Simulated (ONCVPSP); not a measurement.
**Configuration tests for platinum (Pt) (ONCV)**

ONCVPSP 4.0.1 input, shortened (lines: element, Z, core and valence counts, functional; n l f; lmax; l rc ep ncon nbas qcut; lloc lpopt rc5 dvloc0; l nproj debl; icmod fcfact rcfact), PBEsol, scalar-relativistic:

```
  Pt 78.00   10    4  -116133      upf
    1    0    2.00
    2    0    2.00
    2    1    6.00
    3    0    2.00
    3    1    6.00
    3    2   10.00
    4    0    2.00
    4    1    6.00
    4    2   10.00
    4    3   14.00
    5    0    2.00
    5    1    6.00
    5    2    9.00
    6    1    1.00
    2
    0    1.10    0.00    5    9    6.40
    1    2.20    0.00    4    8    5.60
    2    1.75    0.00    4    9   10.30
    4    5    1.10    1.00
    0    2    3.20
    1    2    2.20
    2    2    0.90
    1    0.15    0.00
```

In the s channel the program set the typed energies aside and used -3.820, 0.250 Ha.

Energies are relative to the spin-unpolarised reference configuration 5s2 5p6 5d9 6p1; without spin polarisation the order of configurations can differ from experiment.

| valence configuration | charge | ΔE all-electron (eV) | error AE − PS (meV) |
| --- | --- | --- | --- |
| 5s2 5p6 5d9 6s1 6p0 | 0 | -5.134 | +1.0 |
| 5s2 5p6 5d8 6p0 | +2 | 24.088 | -5.8 |

(1) What are ΔE and the potential's error for 5s2 5p6 5d9 6p0?

(2) What are ΔE and the potential's error for 5s1 5p6 5d9 6s1 6p0?

Results:

(1) ΔE = 4.091 eV all-electron; the error (AE − PS) is -2.0 meV.

(2) ΔE = 103.433 eV all-electron; the error (AE − PS) is -146 meV.
